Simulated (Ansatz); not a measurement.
Tetraphenylphosphonium pentafluorobenzenesulfonate (C₃₀H₂₀F₅O₃PS), 60 atoms. Hardware: 2 threads of AMD EPYC 7R13 on a shared host and a share (18 GiB) of an NVIDIA H100 80GB HBM3.

Single mean-field runs in def2-SVP are fitted with def2-universal-jkfit.

How many basis functions does each of these Ansatz runs have, and roughly what does it cost? r2SCAN-D4/def2-SVP, charge 0 singlet, energy and forces, from earlier orbitals; PBE-D4/def2-SVP, charge 1 doublet at the geometry of the charge 0 singlet, energy, from earlier orbitals; PBE-D4/def2-SVP, charge -1 doublet at the geometry of the charge 0 singlet, energy, from earlier orbitals; PBE0-D4/def2-SVP, charge 0 singlet, energy, from earlier orbitals; r2SCAN0-D4/def2-SVP, charge 0 singlet, energy, from earlier orbitals; PBE0-D4/def2-SVP, charge 0 triplet at the geometry of the charge 0 singlet, energy; r2SCANh-D4/def2-SVP, charge -1 doublet at the geometry of the charge 0 singlet, energy, from earlier orbitals; BLYP-D4/def2-SVP, charge 0 singlet, energy, from earlier orbitals; r2SCANh-D4/def2-SVP, charge 0 singlet, energy, from earlier orbitals; PBE-D4/def2-SVP, charge 0 triplet at the geometry of the charge 0 singlet, energy, from earlier orbitals; PBE-D4/def2-SVP, charge 0 singlet, relaxation, 50 steps; PBE-D4/def2-SVP, charge -1 doublet, relaxation, 19 steps.

Other jobs shared the machine, so times can vary by a factor of up to 3. A dash marks memory too small to be measured apart from the calling script's.

```
                                                                                                          run  functions  fitting or Cholesky vectors  wall time  peak host memory (GiB)
                                            BLYP-D4/def2-SVP, charge 0 singlet, energy, from earlier orbitals        668                         3482      9.5 s                       –
    PBE-D4/def2-SVP, charge -1 doublet at the geometry of the charge 0 singlet, energy, from earlier orbitals        668                         3482       10 s                     1.3
                                         r2SCAN0-D4/def2-SVP, charge 0 singlet, energy, from earlier orbitals        668                         3482       11 s                     1.2
                                         r2SCANh-D4/def2-SVP, charge 0 singlet, energy, from earlier orbitals        668                         3482       13 s                     1.2
                                            PBE0-D4/def2-SVP, charge 0 singlet, energy, from earlier orbitals        668                         3482       16 s                       –
                               r2SCAN-D4/def2-SVP, charge 0 singlet, energy and forces, from earlier orbitals        668                         3482       16 s                     1.2
                           PBE0-D4/def2-SVP, charge 0 triplet at the geometry of the charge 0 singlet, energy        668                         3482       16 s                     1.3
     PBE-D4/def2-SVP, charge 0 triplet at the geometry of the charge 0 singlet, energy, from earlier orbitals        668                         3482       17 s                     1.4
r2SCANh-D4/def2-SVP, charge -1 doublet at the geometry of the charge 0 singlet, energy, from earlier orbitals        668                         3482       26 s                     1.6
     PBE-D4/def2-SVP, charge 1 doublet at the geometry of the charge 0 singlet, energy, from earlier orbitals        668                         3482       29 s                     1.4
                                                     PBE-D4/def2-SVP, charge -1 doublet, relaxation, 19 steps        668                         3482    2.7 min                     1.2
                                                      PBE-D4/def2-SVP, charge 0 singlet, relaxation, 50 steps        668                         3482    5.4 min                     1.2
```
